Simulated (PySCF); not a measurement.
4-fluoro-1,3-thiazole (C3H2FNS), SMILES Fc1cscn1.

Coordinates come from a r2SCAN-D4/def2-SVP optimisation.

Two levels are set side by side: TDA-PBE/def2-SVPD (PySCF) and TDA-LC-ωPBE/def2-SVPD (PySCF). Vertical, same geometry. The lowest singlet is HOMO−1→LUMO 99 % with PBE and HOMO→LUMO 86 % with the other functional; states are paired by order. Differences are taken from unrounded values.

```tsv
quantity	TDA-PBE
lowest singlet excitation (eV)	5.16
lowest triplet excitation (TDA) (eV)	3.55
first bright state (f over 0.05) (eV)	5.33
its oscillator strength	0.07
```

### Question
These are the TDA-PBE values. What does TDA-LC-ωPBE give? (The exact figures need the calculation; the answer reports its results.)

### Answer

| quantity | TDA-LC-ωPBE | TDA-PBE minus TDA-LC-ωPBE |
|---|---|---|
| lowest singlet excitation (eV) | 5.86 | -0.69 |
| lowest triplet excitation (TDA) (eV) | 3.55 | 0.00 |
| first bright state (f over 0.05) (eV) | 5.86 | -0.52 |
| its oscillator strength | 0.13 | -0.06 |

Functionals without exact exchange tend to place singlet excitations lower, as here. Differences between two approximate levels are no errors against the true value.

Rough cost on one machine, each run with all the roots and properties that it gave: TDA-LC-ωPBE against TDA-PBE about 3 times.
